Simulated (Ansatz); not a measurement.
Relaxation of Mg₅H₁₀ (charge 0, singlet) with RKS r2SCAN-D4/def2-SVP in Ansatz.

Positions (Å) and forces (eV/Å) at steps 23, 25, 26 of 26:

```xyz
15
step=23 energy=-27371.7334 eV
Mg   -0.029    1.628   -0.027    0.003    0.002    0.000
Mg   -1.204   -0.984    0.576   -0.005    0.012    0.002
Mg    1.348   -1.697   -0.664    0.002   -0.016    0.033
Mg    0.043    0.657    2.780    0.005   -0.002    0.015
Mg   -0.506    0.545   -2.654   -0.059    0.024   -0.014
H     0.246    2.064   -1.725    0.011    0.014    0.013
H     0.972    0.564    4.204   -0.001    0.003   -0.004
H     2.872   -2.408   -0.377    0.006    0.001   -0.005
H    -1.473    0.425   -0.615    0.010   -0.007   -0.011
H    -0.227    2.183    1.662   -0.007   -0.001    0.003
H    -1.568    0.552   -3.988   -0.004    0.002   -0.014
H    -1.452   -0.408    2.258   -0.002    0.000   -0.002
H    -0.381   -2.388   -0.126   -0.007   -0.016    0.009
H     0.651   -0.087    0.709    0.007    0.004    0.008
H     0.708   -0.645   -2.012    0.041   -0.020   -0.034
15
step=25 energy=-27371.7344 eV
Mg   -0.003    1.622   -0.023   -0.035    0.016    0.004
Mg   -1.186   -0.986    0.582   -0.009    0.021   -0.001
Mg    1.351   -1.723   -0.686   -0.010    0.020    0.005
Mg    0.025    0.671    2.796   -0.013    0.006   -0.004
Mg   -0.523    0.542   -2.647   -0.010    0.023    0.008
H     0.263    2.059   -1.721    0.012   -0.015    0.000
H     0.948    0.599    4.225    0.000    0.000   -0.001
H     2.884   -2.414   -0.396   -0.005    0.000   -0.005
H    -1.454    0.417   -0.618    0.009   -0.013   -0.016
H    -0.257    2.180    1.660    0.018    0.001    0.004
H    -1.586    0.598   -3.981   -0.001   -0.008   -0.002
H    -1.454   -0.408    2.259    0.006   -0.007    0.008
H    -0.373   -2.398   -0.115    0.006   -0.011    0.001
H     0.661   -0.081    0.716    0.019   -0.026   -0.010
H     0.704   -0.677   -2.051    0.013   -0.008    0.008
15
step=26 energy=-27371.7348 eV
Mg   -0.015    1.621   -0.023    0.012    0.010   -0.012
Mg   -1.195   -0.985    0.582    0.011   -0.016   -0.015
Mg    1.349   -1.711   -0.676   -0.007    0.014    0.000
Mg    0.024    0.669    2.793    0.012   -0.001    0.014
Mg   -0.524    0.546   -2.648    0.012   -0.002    0.006
H     0.267    2.054   -1.719   -0.009    0.008    0.002
H     0.951    0.594    4.219   -0.003   -0.001    0.000
H     2.880   -2.412   -0.398    0.001   -0.002    0.001
H    -1.456    0.411   -0.627   -0.006    0.010    0.009
H    -0.237    2.186    1.662   -0.009   -0.014   -0.004
H    -1.584    0.584   -3.984   -0.005   -0.001   -0.004
H    -1.454   -0.413    2.263    0.001    0.012   -0.004
H    -0.375   -2.394   -0.114   -0.007   -0.011    0.002
H     0.659   -0.089    0.710   -0.005    0.008    0.013
H     0.711   -0.660   -2.040    0.001   -0.013   -0.007
```

Another isomer (singlet) lies 0.18 eV lower at PBE0-D4/def2-TZVP; other spin states weren't run for this one.
